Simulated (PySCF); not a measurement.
C₃H₆O₂Si. Atoms are numbered in the order given.

```xyz
12

C     -2.6649     0.4027    -0.1128
C     -1.6061     1.1940    -0.2804
O     -0.2688     0.8869    -0.1997
C      0.2219    -0.3428     0.0789
O     -0.4462    -1.3172     0.2902
Si     2.1496    -0.3777     0.1025
H     -3.6505     0.8592    -0.2239
H     -2.5900    -0.6556     0.1248
H     -1.7027     2.2559    -0.5189
H      2.5554    -0.8529     1.4552
H      2.5750    -1.3640    -0.9303
H      2.7328     0.9634    -0.1803
```

Coordinates come from a PBE0-D3(BJ)/def2-SVP optimisation. The values are those of a single conformer.

Vertical ionisation energy (IE) and electron affinity (EA) in eV. Rows of orbital energies are one-electron estimates. Where ΔSCF, EOM or ADC give a negative EA the extra electron is unbound and the value depends on the basis.

| level | IE | EA |
|---|---|---|
| −ε(HOMO), −ε(LUMO), HF/def2-TZVP (PySCF) | ___ | ___ |
| −ε(HOMO), −ε(LUMO), PBE/def2-TZVP (PySCF) | 6.37 | 2.19 |

Task: Some entries are withheld; supply them. (Estimate from the structure and the level; the computed values follow.)

Result: 
- −ε(HOMO), −ε(LUMO), HF/def2-TZVP (PySCF), IE: 9.99
- −ε(HOMO), −ε(LUMO), HF/def2-TZVP (PySCF), EA: -2.76
